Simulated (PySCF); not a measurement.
Vertical excitations of a molecule C2H6FInO from PySCF with TDA-LC-ωPBE/def2-SVPD, as energy in eV (oscillator strength): 6.32 (0.018), 6.47 (0.037), 6.56 (0.307), 7.41 (0.119), 7.72 (0.000), 7.88 (0.028), 8.09 (0.117), 8.13 (0.038), 8.22 (0.063), 8.43 (0.001). Lowest triplet (TDA): 5.08 eV. The structure is a stationary point at r2SCAN-D4/def2-SVP. The def2 effective core potentials stand for the cores of In; spin–orbit coupling is left out. The values are those of a single conformer.

Task: Identify the compound among the candidates.
(A) C[O][In]([CH3])[F]
(B) C[CH2][In]([OH])[F]
(C) CC[O][InH][F]

Result: B, C[CH2][In]([OH])[F]
